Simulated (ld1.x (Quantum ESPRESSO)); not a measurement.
# Debugging a pseudopotential input (Ag (Z = 47), ld1.x (Quantum ESPRESSO) 7.5)

Command:

```bash
ld1.x < Ag.in > Ag.out
```

Input:

```
&input
   title='Ag', zed=47., rel=1, dft='PBE', iswitch=3,
   config='[Kr] 4d9 5s0 5p0',
   nld=3, rlderiv=2.30, eminld=-4.0, emaxld=5.0, deld=0.02
 /
 &inputp
   pseudotype=2, tm=.true., lloc=0,
   nlcc=.false.,
   file_pseudopw='Ag.UPF', file_wfcaegen='ae.wfc', file_wfcncgen='nc.wfc', file_beta='beta', file_chi='chi'
 /
3
5P  2  1   0.00   0.00  2.10  2.10  0.0
4D  3  2   9.00   0.00  1.60  1.60  0.0
7S  1  0   0.00   0.00  1.70  1.70  0.0
 &test
   configts(1)='4d9 5s0 5p0'
 /
```

This is an input that runs to its end, with one change: label 5S replaced by a shell that config does not hold.

Problem. How does the run end?

Solution. The program refuses the input: "ld1_setup: no all electron for this ps".

```
Program LD1 v.7.5

 %%%%%%%%%%%%%%%%%%%%%%%%%%%%%%%%%%%%%%%%%%%%%%%%%%%%%%%%%%%%%%%%%%%%%%%%%%%%%%
     Error in routine ld1_setup (3):
     no all electron for this ps
 %%%%%%%%%%%%%%%%%%%%%%%%%%%%%%%%%%%%%%%%%%%%%%%%%%%%%%%%%%%%%%%%%%%%%%%%%%%%%%

     stopping ...
```
